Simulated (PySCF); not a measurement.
Order these species by their calculated properties.

Each SMILES stands for a single optimised conformer of the isolated species, non-relativistic unless stated. Electronic properties by PySCF.

Dipoles, sizes and rotational constants follow the conformer. The torsions of the flexible species, by atom-mapped SMILES:
- `[CH3:1][O:2][Ge@@H:3]([PH2:4])[N:5]([CH3:6])[CH3:7]`: C1–O2–Ge3–P4 -60°, O2–Ge3–N5–C6 75°, H–P4–Ge3–O2 -161°, H–P4–Ge3–O2 -67°
- `[CH3:1][Se:2][Se:3][CH3:4]`: C1–Se2–Se3–C4 87°
- `[CH3:1][c:2]1[s:3][cH:4][p:5][c:6]1[CH:7]([CH3:8])[CH3:9]`: P5–C6–C7–C8 85°
- `[F:1][CH:2]([F:3])[C:4]1=[CH:5][BH:6][CH:7]=[CH:8][CH:9]=[CH:10]1`: F1–C2–C4–C5 -129°
- `[F:1][P:2]([F:3])[P:4]([P:5]([F:6])[F:7])[P:8]([F:9])[F:10]`: F1–P2–P4–P5 -50°, P2–P4–P5–F6 118°, P2–P4–P8–F9 -43°
- `[CH3:1][CH2:2][P@@:3]1(=[S:4])[CH:5]=[CH:6][C:7]([CH3:8])=[CH:9]1`: C1–C2–P3–S4 -179°
- `[O:1]=[C:2]([Br:3])[c:4]1[o:5][c:6]([Cl:7])[cH:8][c:9]1[SiH3:10]`: O1–C2–C4–O5 180°

The conformers of `CCC1CCCCC1` and `[SiH3][NH][GeH]1[CH2]CC[CH2]1` aren't listed.

Question: Rank by static isotropic polarisability, highest first (B3LYP/def2-SVPD at PBE0-D3(BJ)/def2-SVP geometries).
A. `[Ge@H]([PH2])([N](C)C)[O]C`
B. `C[Se][Se]C`
C. `Cc1scpc1C(C)C`
D. `C1C[CH2][GeH]([NH][SiH3])[CH2]1`
E. `CCC1CCCCC1`
F. `FC(F)C1=CBC=CC=C1`

Answer: C (126.5 au), D (112.0 au), A (109.9 au), F (102.4 au), E (95.3 au), B (86.0 au).

Q: By how much do the two ends of that ranking differ?

A: By 40.5 au, between `Cc1scpc1C(C)C` and `C[Se][Se]C`.

Question: Rank by HOMO energy, highest first (B3LYP/def2-SVPD at PBE0-D3(BJ)/def2-SVP geometries).
A. `[Se]([Se]C)C`
B. `CCC1CCCCC1`
C. `C[O][Ge@@H]([PH2])[N](C)C`
D. `FP(F)P(P(F)F)P(F)F`
E. `CC[P@@]1(=S)C=CC(C)=C1`
F. `Cc1scpc1C(C)C`

Answer: E (-6.05 eV), C (-6.17 eV), A (-6.29 eV), F (-6.42 eV), D (-7.58 eV), B (-8.01 eV).

Q: Give the two extremes of that set in hartree.

A: `CCC1CCCCC1`: -0.294 Eh; `CC[P@@]1(=S)C=CC(C)=C1`: -0.223 Eh.

Question: Rank by HOMO–LUMO gap, highest first (B3LYP/def2-SVPD at PBE0-D3(BJ)/def2-SVP geometries).
A. `FC(F)C1=CBC=CC=C1`
B. `[SiH3][NH][GeH]1[CH2]CC[CH2]1`
C. `C[O][Ge@@H]([PH2])[N](C)C`
D. `CC[P@@]1(=S)C=CC(C)=C1`
E. `Cc1scpc1C(C)C`
F. `FP(F)P(P(F)F)P(F)F`
G. `C[Se][Se]C`

Answer: B (6.62 eV), C (6.02 eV), F (5.39 eV), E (5.11 eV), G (4.90 eV), A (4.78 eV), D (3.88 eV).

Q: Give the two extremes of that set in kcal/mol.

A: `CC[P@@]1(=S)C=CC(C)=C1`: 89 kcal/mol; `[SiH3][NH][GeH]1[CH2]CC[CH2]1`: 153 kcal/mol.

Question: Rank by dipole moment, highest first (B3LYP/def2-SVPD at PBE0-D3(BJ)/def2-SVP geometries).
A. `FP(F)P(P(F)F)P(F)F`
B. `[Ge@@H]([N](C)C)([PH2])[O]C`
C. `C[Se][Se]C`
D. `CC1=C[P@](CC)(=S)C=C1`
E. `B1C=C(C(F)F)C=CC=C1`

Answer: D (5.47 D), C (1.83 D), A (1.64 D), E (1.43 D), B (1.22 D).

Q: Give the two extremes of that set in atomic units.

A: `C[O][Ge@@H]([PH2])[N](C)C`: 0.48 au; `CC[P@@]1(=S)C=CC(C)=C1`: 2.15 au.

Question: Rank by lowest singlet excitation, highest first (TDDFT B3LYP/def2-SVPD at PBE0-D3(BJ)/def2-SVP geometries).
A. `Cc1scpc1C(C)C`
B. `[NH]([SiH3])[GeH]1[CH2]CC[CH2]1`
C. `C[N](C)[Ge@@H]([O]C)[PH2]`
D. `C[Se][Se]C`
E. `C1C(CC)CCCC1`
F. `CC[P@@]1(=S)C=CC(C)=C1`
G. `FC(F)C1=CBC=CC=C1`

Answer: E (7.70 eV), B (5.62 eV), C (5.16 eV), A (4.77 eV), G (4.46 eV), D (3.82 eV), F (2.96 eV).

Q: By how much do the two ends of that ranking differ?

A: By 4.74 eV, between `CCC1CCCCC1` and `CC[P@@]1(=S)C=CC(C)=C1`.

Question: Rank by smallest rotational constant, highest first (PBE0-D3(BJ)/def2-SVP).
A. `FC(F)C1=CBC=CC=C1`
B. `C[O][Ge@@H]([PH2])[N](C)C`
C. `FC1C=C1`
D. `c1(oc(C(=O)Br)c([SiH3])c1)Cl`
E. `C#C[C@@H]1CC(F)=C(F)[S@]1=O`

Answer: C (6.375 GHz), B (0.990 GHz), E (0.839 GHz), A (0.731 GHz), D (0.306 GHz).
